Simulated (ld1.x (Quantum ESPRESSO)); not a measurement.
**Scattering properties, TM potential for cadmium**

ld1.x (Quantum ESPRESSO) 7.5 input, shortened:

```
&input
   title='Cd', zed=48., rel=1, dft='BLYP', iswitch=3,
   config='[Kr] 4d9 5s0 5p0'
 /
 &inputp
   pseudotype=2, tm=.true., lloc=-1, rcloc=1.10,
   nlcc=.false.
 /
3
4S  1  0   2.00   0.00  1.30  1.30  0.0
4P  2  1   6.00   0.00  1.40  1.40  0.0
4D  3  2   9.00   0.00  1.45  1.45  0.0
 &test
   configts(1)='4s2 4p6 4d9 5s0 5p0'
 /
```

The phase is arctan(r·u′/u) with u = r·R(r), unwrapped; energies in Ry, scanned from -12 to 5 Ry. A pole is an energy at which the radial function vanishes at the test radius. The pseudo phase is shifted by a multiple of π to meet the all-electron one at the reference energy, and phase errors are pseudo minus all-electron; the curves can meet again beyond the range given. Levels narrower than the energy grid can be missing from the lists of poles.

| channel | radius (bohr) | reference energy (Ry) | poles, all-electron | poles, pseudo | unbroken range about the reference energy with phases within 0.05 rad | phase error 1 Ry above the reference energy (rad) |
| --- | --- | --- | --- | --- | --- | --- |
| s | 1.60 | -10.38 | -9.84 | -9.85, 0.03 | below -4.3 | -0.001 |
| p | 1.60 | -7.50 | -6.63 | -6.63 | below -0.4 | -0.001 |
| d | 1.60 | -3.36 | -1.57 | -1.57 | the whole range | -0.000 |

Phases in the p channel:

```csv
E (Ry),all-electron,pseudo
-12.00,1.311,1.310
-11.76,1.304,1.303
-11.52,1.295,1.295
-11.28,1.286,1.285
-11.04,1.275,1.275
-10.80,1.263,1.262
-10.56,1.249,1.248
-10.32,1.232,1.231
-10.08,1.212,1.211
-9.84,1.187,1.186
-9.60,1.155,1.153
-9.36,1.112,1.111
-9.12,1.052,1.050
-8.88,0.962,0.959
-8.64,0.812,0.808
-8.40,0.532,0.528
-8.16,-0.002,-0.007
-7.92,-0.667,-0.669
-7.68,-1.087,-1.087
-7.44,-1.303,-1.303
-7.20,-1.424,-1.425
-6.96,-1.502,-1.502
-6.72,-1.555,-1.555
-6.48,-1.594,-1.595
-6.24,-1.625,-1.626
-6.00,-1.651,-1.652
-5.76,-1.672,-1.673
-5.52,-1.690,-1.692
-5.28,-1.707,-1.709
-5.04,-1.722,-1.724
-4.80,-1.736,-1.739
-4.56,-1.749,-1.752
-4.32,-1.762,-1.766
-4.08,-1.775,-1.779
-3.84,-1.787,-1.792
-3.60,-1.800,-1.805
-3.36,-1.812,-1.819
-3.12,-1.825,-1.833
-2.88,-1.839,-1.848
-2.64,-1.853,-1.863
-2.40,-1.868,-1.880
-2.16,-1.884,-1.898
-1.92,-1.901,-1.917
-1.68,-1.919,-1.938
-1.44,-1.939,-1.962
-1.20,-1.961,-1.988
-0.96,-1.985,-2.018
-0.72,-2.012,-2.051
-0.48,-2.042,-2.090
-0.24,-2.077,-2.136
0.00,-2.116,-2.190
0.24,-2.162,-2.254
0.48,-2.216,-2.332
0.72,-2.279,-2.427
0.96,-2.353,-2.545
1.20,-2.443,-2.688
1.44,-2.550,-2.859
1.68,-2.679,-3.056
1.92,-2.829,-3.267
2.16,-2.999,-3.475
2.40,-3.182,-3.664
2.64,-3.368,-3.825
2.88,-3.544,-3.959
3.12,-3.701,-4.068
3.36,-3.837,-4.157
3.60,-3.951,-4.230
3.84,-4.046,-4.290
4.08,-4.126,-4.341
4.32,-4.192,-4.384
4.56,-4.248,-4.420
4.80,-4.296,-4.452
```
